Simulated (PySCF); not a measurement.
Species: `FC[Si@H](OC(C)=O)N(C)C`. The columns A, B, C and D hold Mulliken, IAO, Hirshfeld and ESP-fitted charges (e) of one PBE0/pcSseg-1 density (PySCF), in a shuffled order. Coordinates in Å (GFN2-xTB); the density's dipole moment is (0.95, -0.07, -2.15) D.

```csv
atom,x,y,z,A,B,C,D
C1,3.448,-0.646,-0.443,-0.235,-0.121,-0.475,-0.671
C2,2.145,-0.645,0.308,+0.387,+0.228,+0.540,+0.921
O3,1.847,-1.433,1.164,-0.406,-0.247,-0.458,-0.569
O4,1.340,0.336,-0.079,-0.586,-0.186,-0.591,-0.599
Si5,-0.148,0.672,0.583,+1.038,+0.438,+1.215,+0.754
C6,-0.416,2.456,-0.048,-0.168,-0.073,-0.262,-0.222
F7,-1.505,3.031,0.581,-0.350,-0.123,-0.332,-0.214
N8,-1.318,-0.342,-0.149,-0.800,-0.178,-0.517,-0.229
C9,-2.715,0.040,-0.207,-0.084,-0.069,-0.302,-0.393
C10,-1.155,-1.780,-0.233,-0.083,-0.072,-0.299,-0.356
H11,3.941,0.313,-0.304,+0.143,+0.058,+0.172,+0.194
H12,3.249,-0.772,-1.505,+0.143,+0.059,+0.173,+0.194
H13,4.084,-1.450,-0.084,+0.140,+0.056,+0.169,+0.175
H14,-0.030,0.679,2.043,-0.097,-0.082,-0.161,-0.116
H15,0.434,3.104,0.174,+0.133,+0.044,+0.152,+0.140
H16,-0.623,2.511,-1.119,+0.131,+0.045,+0.150,+0.132
H17,-3.150,-0.312,-1.145,+0.110,+0.041,+0.137,+0.149
H18,-2.810,1.119,-0.156,+0.133,+0.040,+0.153,+0.153
H19,-3.282,-0.396,0.621,+0.102,+0.036,+0.123,+0.138
H20,-1.535,-2.136,-1.194,+0.108,+0.039,+0.134,+0.131
H21,-0.106,-2.043,-0.144,+0.138,+0.033,+0.151,+0.150
H22,-1.705,-2.289,0.565,+0.103,+0.036,+0.125,+0.137
```

Problem. Which column most likely holds the ESP-fitted charges?

Solution. D. Σ q r misses the density's dipole by 0.05 D (D), 0.79 D (B), 0.96 D (C), 2.07 D (A). Charges fitted to the outside potential are the only set here that is tied to the molecule's multipoles.

Problem. And the Hirshfeld charges?

Solution. B. The mean sizes are 0.105 e (B), 0.255 e (A), 0.306 e (D), 0.309 e (C), and Hirshfeld charges are commonly the smallest of these schemes.

As computed, A = Mulliken, B = Hirshfeld, C = IAO, D = ESP-fitted. Hydrogens on carbon: Mulliken +0.10 to +0.14, Hirshfeld +0.03 to +0.06, IAO +0.12 to +0.17, ESP-fitted +0.13 to +0.19 e.

The Hirshfeld scheme divides the density at each point in proportion to the densities of the neutral, spherically averaged free atoms. The ESP scheme fits charges at the nuclei, held to the total charge, to the electrostatic potential on points at 1.4 to 2.0 times the van der Waals radii.

Geometry: GFN2-xTB, one conformer, isolated molecule.

The run behind these numbers computed NMR shieldings as well. Hardware: an Arm Neoverse V2 with one thread (shared host). Cost: 49 s of wall time.

Conformer computed: `[CH3:1][C:2](=[O:3])[O:4][Si@@H:5]([CH2:6][F:7])[N:8]([CH3:9])[CH3:10]`: C1–C2–O4–Si5 -177°, C2–O4–Si5–C6 162°, O4–Si5–C6–F7 -170°, O4–Si5–N8–C9 -155°.
